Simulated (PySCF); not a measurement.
## KAs: energy against distance

Set-up: basis K def2-SVP, As def2-SVP; no relativity; PySCF 2.14. Energies in eV from K + As in their ground configurations at the same level. State: ³Σ⁻ (triplet), unpaired electrons π ↑↑.

All columns are PBE0. A positive dipole means K(−)As(+).

```csv
R (Å),E (eV),μ (D),Mulliken charge on K (basis-dependent),HOMO (eV),LUMO (eV),Mayer bond order,⟨S²⟩
2.716,-0.773,-7.68,0.54,-3.58,-1.37,0.79,2.02
2.842,-0.987,-8.05,0.53,-3.59,-1.28,0.80,2.02
2.969,-1.100,-8.37,0.50,-3.58,-1.34,0.83,2.03
3.063,-1.138,-8.57,0.48,-3.56,-1.38,0.84,2.03
3.158,-1.148,-8.75,0.46,-3.54,-1.43,0.86,2.04
3.253,-1.136,-8.89,0.44,-3.51,-1.47,0.86,2.05
3.379,-1.096,-9.04,0.41,-3.48,-1.52,0.86,2.06
3.537,-1.021,-9.12,0.39,-3.43,-1.58,0.85,2.09
3.726,-0.911,-9.06,0.37,-3.38,-1.65,0.82,2.15
3.979,-0.757,-8.72,0.33,-3.34,-1.73,0.75,2.25
```

A fit through these points gives, at Re = 3.147 Å, μ = -8.73 D and dμ/dR = -1.73 D/Å; the reduced mass is 25.63 u.

Question: How strong is the fundamental in the double-harmonic approximation, I = 42.26·(dμ/dR)²/μred km/mol?

Answer: I = 42.26·(-1.73)²/25.63 = 4.93 km/mol at PBE0.

⟨S²⟩ of the unrestricted solution departs from its pure value on part of the curve, where spin states mix. Spin–orbit coupling is left out. The state is the lowest determinant that a PBE0 search found; another state may lie lower at other levels.
